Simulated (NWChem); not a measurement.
# CH$_{6}$N$_{2}$Ti; SMILES [CH3][Ti](=[NH])[NH2]

Computed with NWChem. B3LYP is NWChem's, with the RPA form of VWN correlation. Each level has its own optimisation. Brackets give each atom's bonded neighbours. One conformer.

```
level               r N–Ti [N(HTi)–Ti(CNN)] (Å)  r N–Ti [N(HHTi)–Ti(CNN)] (Å)  r C–Ti (Å)  r H–N [H(N)–N(HTi)] (Å)  dipole (D)
------------------  ---------------------------  ----------------------------  ----------  -----------------------  ----------
B3LYP/3-21G                               1.664                         1.885       2.121                    1.020        2.24
Hartree-Fock/3-21G                        1.648                         1.890       2.145                    1.000        1.79
PBE0/def2-SVP                             1.655                         1.888       2.117                    1.018        2.32
```
